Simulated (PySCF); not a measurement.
**Checking a proposed structure**

A compound C6H12FNSi gives the data below (simulated from a calculation) and was assigned the structure `C=C(F)[Si@@H]1C[C@@H]1N(C)C`.

13C{1H} NMR (computed): δ 164.6 (C), 85.0 (C), 52.4 (CH2), 37.3 (CH3), 31.6 (CH2), 9.0 (CH2).

1H NMR (600 MHz, computed): δ 3.82 (t, 3H), 3.07 (m, 2H), 2.54 (m, 2H), 2.52 (s, 3H), 1.77 (q, 2H).

No solvent model, one computed conformer, non-relativistic Hamiltonian, one averaged value for each set of equivalent atoms. Geometry from GFN2-xTB; σ from GIAO-PBE0/pcSseg-1; PySCF 2.14.

Chemical shifts δ = σref − σ; 1H (σ = 31.72 ppm) and 13C (σ = 186.93 ppm) against TMS, all at this level.

Problem. Compare with the shifts computed for the proposed structure, pairing carbons in order of shift.

Solution. Structure with atom numbers: `[CH2:1]=[C:2]([F:3])[Si@@H:4]1[CH2:5][C@@H:6]1[N:7]([CH3:8])[CH3:9]` (H(Xn): hydrogen on atom n).

```tsv
atom	computed for proposal	given list	difference
C2	175.5	164.6	+10.9
C1	113.9	85.0	+28.9
C8	48.2	52.4	-4.2
C9	48.2	37.3	+10.9
C6	46.1	31.6	+14.5
C5	11.9	9.0	+2.9
```

The rms difference is 14.8 ppm and the largest +28.9 ppm at C1 (terminal =CH2 carbon). The proposal also would give 5 carbon signals, not 6. The carbon types in order of shift don't match either: C, CH2, CH3, CH3, CH, CH2 for the proposal against C, C, CH2, CH3, CH2, CH2 in the data. The proposal doesn't fit.

Problem. Which isomer fits?

Solution. `FC1=C(C[SiH3])CCN1C`.

1. Carbon types of the structure: 2 × C, 3 × CH2, 1 × CH3, leaving 3 H on heteroatoms.
2. δC 164.6: alkene carbon bearing nitrogen; an sp2 carbon further deshielded by the attached heteroatom.
3. δC 85.0: β carbon of an enol-ether or enamine type C=C; the O or N lone pair pushes π density onto this β carbon and shields it.
4. δC 52.4: sp3 CH2 bonded to N; the inductive effect lowers its shielding.
5. δH 2.54: hydrogen on an allylic sp3 CH2; allylic position.

Other isomers checked: C=C(C)[SiH2][C@@H](F)/C=N\C (rms 49.5 ppm).

The shifts were computed for this structure.

Splittings by 19F in the carbon and heteronuclear signals aren't shown, as no couplings were computed. Shifts are as computed. Against solution values, carbons near 30 ppm lie about +3 ppm off and those near 130 ppm about +5 ppm. Of 1211 compounds with measured shifts, 218 miss one by over three times the rms of a fit or turn the order of signals round; such compounds aren't used in these exercises. Multiplicities follow the n + 1 count of equivalent neighbours, as no J values were calculated; m marks all less simple cases, F and P coupling included.
